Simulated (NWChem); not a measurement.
System: C5H5, doublet; SMILES [C]1=CCC=C1

All runs: NWChem. Pople sets run with spherical d functions. Spin-unrestricted. In the optimisation the excess spin sits in a' (Cs, its own frame). No stability test was run on the SCF state. Level PBE/6-31G*: optimisations from one semi-empirical or force-field start; each run changes one setting, and all end within 0.3 mHa of each other. One conformer.

| setting | optimisation steps |
|---|---|
| redundant internal coordinates, default thresholds | 5 |
| no line search | 5 |
| Cartesian coordinates | 6 |
| symmetry off | 4 |
| trust radius 0.05 | 4 |
